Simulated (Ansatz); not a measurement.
Total energies of C2H7Cl2GaO, SMILES `C[OH+][Ga-]([CH3])([Cl])[Cl]`.

```xyz
13

C    -0.744    1.700    0.280
O    -0.975    0.404    0.835
Ga    0.229   -1.270    0.471
C     1.285   -0.817   -1.110
Cl    1.183   -1.482    2.397
Cl   -1.575   -2.491    0.249
H    -0.832    1.685   -0.808
H    -1.450    2.413    0.707
H     0.267    1.986    0.562
H    -1.875    0.096    0.667
H     0.638   -0.569   -1.953
H     1.897   -1.675   -1.392
H     1.953    0.021   -0.905
```

Total charge 0; spin multiplicity 1. Correlated methods include outer-core shells of Ga, which these sets cover unevenly. Scalar relativity is left out up to krypton. The geometry is a stationary point of PBE0-D4/def2-TZVP. It is one conformer, not always the lowest. Basis def2-TZVPP, Ansatz 0.2.0.

RPA on PBE orbitals: Hartree–Fock energy of these orbitals -2997.07340 Eh, correlation -1.94985 Eh (frozen core).

| functional | energy without D4 (Eh) | D4 term (kJ/mol) |
| --- | --- | --- |
| LDA (SPW92) | -2993.82207 | – |
| PBE | -3000.26289 | -33.4 |
| revPBE | -3000.76303 | -87.6 |
| BLYP | -3001.12400 | -70.0 |
| r2SCAN | -3000.97742 | -8.7 |
| B97M-V | -3000.50496 | – |
| PBE0 | -3000.39680 | -29.0 |
| B3LYP | -3001.21757 | -53.5 |
| r2SCANh | -3000.95737 | -9.4 |
| r2SCAN0 | -3000.92913 | -10.4 |
| HSE06 (plane-wave form) | -3000.37236 | -27.3 |
| BHLYP | -3001.01964 | -44.5 |
| CAM-B3LYP | -3001.20920 | -30.0 |
| LC-ωPBE | -3000.54529 | – |
| ωB97X-V | -3000.77495 | – |
| ωB97M-V | -3000.91219 | – |
| B2PLYP | -3000.38369 | – |
| PBE-QIDH | -2999.88144 | – |

B3LYP takes the VWN-RPA correlation (the form of Gaussian; ORCA's B3LYP/G). HSE06 is the plane-wave form, built on full-range PBE exchange. The double hybrids freeze the cores in their second-order part.

LC-ωPBE has ω = 0.4 bohr⁻¹.
